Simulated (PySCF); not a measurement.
**Computed structure and properties of [CeI2]2+**

System: [CeI2]2+ (singlet); start: template (C2v). Method: PySCF 2.14.0, RKS PBE0, Ce lcecp-2-SVP with ECP46, I def2-SVP with ECP28; non-relativistic Hamiltonian with scalar-relativistic core potentials where named; density fitting; no spin-orbit coupling.

Input of the relaxation:

```python
mol = gto.M(atom='''
Ce     0.00000     0.00000    -0.76591
I      2.65480    -0.00000     0.42219
I     -2.65480     0.00000     0.42219''',
    basis={'Ce': 'lcecp-2-SVP', 'I': 'def2-SVP'},
    ecp={'Ce': 'lcecp-2-SVP', 'I': 'def2-SVP'},
    charge=2, spin=0)
mf = dft.RKS(mol, xc='PBE0')
mf.grids.atom_grid = (50, 194)  # f atoms: unpruned, at least (60, 302)
mf = mf.density_fit()  # fitting sets: Ce AutoAux, I def2-universal-JKFIT
mf.conv_tol = 1e-08; mf.max_cycle = 55
mf.kernel(dm0)  # dm0: converged density of the start geometry
# quasi-Newton relaxation in Cartesian coordinates to a largest gradient under 0.00045 Eh/bohr, steps kept in the point group
```

Run from Python with OMP_NUM_THREADS=2; the lines above give its settings. Where DIIS fails, smearing, a level shift and second-order steps follow.
It took 26 s on 2 threads of Arm Neoverse V1, on a shared host, from the converged density of the start.

Course of the relaxation:

```tsv
step	energy above end (eV)	largest force component within the symmetry (eV/Å)
0	0.8723	2.024
1	0.4670	1.264
2	0.1810	0.905
3	0.0423	0.286
4	0.0088	0.453
5	0.0007	0.042
6	0.0000	0.004
```

Relaxed geometry (C2v):

```xyz
3

Ce    0.0000    0.0000   -1.1166
I     2.0835    0.0000    0.5976
I    -2.0835    0.0000    0.5976
```

| contact | Å |
| --- | --- |
| Ce1–I2 (I) | 2.698 |
| Ce1–I3 (I) | 2.698 |

On the finer grid (75, 302):

- HOMO: not given (4f levels lie in the core)
- LUMO: not given (4f levels lie in the core)
- Dipole about the centre of mass: 7.03 D
- Set of Mulliken populations of Ce1 outside the core potential: s 2.17, p 6.06, d 2.27, f 0.05
- D3(BJ) dispersion energy (not in the energies): -0.113 eV

```json
{"atom": "Ce1", "Mulliken (e)": "1.45", "Löwdin (e)": "0.77", "spin (e)": "0.00"}
{"atom": "I2", "Mulliken (e)": "0.28", "Löwdin (e)": "0.61", "spin (e)": "0.00"}
{"atom": "I3", "Mulliken (e)": "0.28", "Löwdin (e)": "0.61", "spin (e)": "0.00"}
```

The large-core potential holds the 4f shell empty.

On the grid (50, 194), as all that follows. Harmonic modes: a minimum; lowest 70 cm⁻¹ (negative: unstable), highest 255 cm⁻¹, zero-point energy 0.035 eV.

Taking off one I (charge -1, singlet; the rest: singlet) in vacuum, both parts rigid, costs 19.74 eV; the small basis without counterpoise inflates it. Most of it is the attraction of opposite charges; other ways to part are cheaper, and one spin state was tried for the rest.

Rigid scan of I along the line from its metal:

distance to I2 (Å), energy (eV) and a bar:
```
     2.40      1.029 ##############################
     2.50      0.398 ############
     2.60      0.087 ###
     2.70      0.000 
     2.80      0.067 ##
     2.90      0.239 #######
     3.10      0.756 ######################
```

One start shape was tried, so this needn't be the lowest isomer.
